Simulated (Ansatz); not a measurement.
C2H5N, SMILES `C=NC` (charge 0, multiplicity 1).

Calculation: r2SCAN/cc-pVTZ // B3LYP-D3(BJ)/def2-TZVP (Ansatz, an electronic-structure program).

Ansatz 0.2 input:
```yaml
crystal:
  periodic: [false, false, false]
  atoms:
    - { symbol: C, position_ang: [1.253316, -0.351425, -0.094057] }
    - { symbol: N, position_ang: [0.253592, 0.066653, -0.734945] }
    - { symbol: C, position_ang: [-0.979816, 0.290891, -0.010559] }
    - { symbol: H, position_ang: [1.236977, -0.5544, 0.985625] }
    - { symbol: H, position_ang: [2.190676, -0.526859, -0.61831] }
    - { symbol: H, position_ang: [-1.767844, -0.321039, -0.454682] }
    - { symbol: H, position_ang: [-1.279183, 1.333774, -0.134952] }
    - { symbol: H, position_ang: [-0.90772, 0.062404, 1.061881] }
basis:
  gaussian: { orbitals: cc-pVTZ }
hamiltonian:
  xc: r2scan
```

Output:

```
Functional definition: r2SCAN
803 factors; their error is unknown
mean field evaluation 1: about -3636.9444 eV, gradient 5.4e1 eV
mean field evaluation 2: about -3629.4572 eV, gradient 7.6e1 eV
mean field evaluation 4: about -3643.6818 eV, gradient 4.1e0 eV
mean field evaluation 8: about -3643.7054 eV, gradient 3.7e-1 eV
mean field -3643.70557452 eV, -133.9037100714 hartree, gradient 6.7e-5 eV, S^2 0.000000; 0 other end points of the search recorded, 0 dependent functions left out
reference -3643.70558389 eV, -133.9037104156 hartree; 12, 12 occupied and 148, 148 virtual orbitals, 803 factors
Total energy: -3643.70558389 eV, -133.9037104156 hartree
```
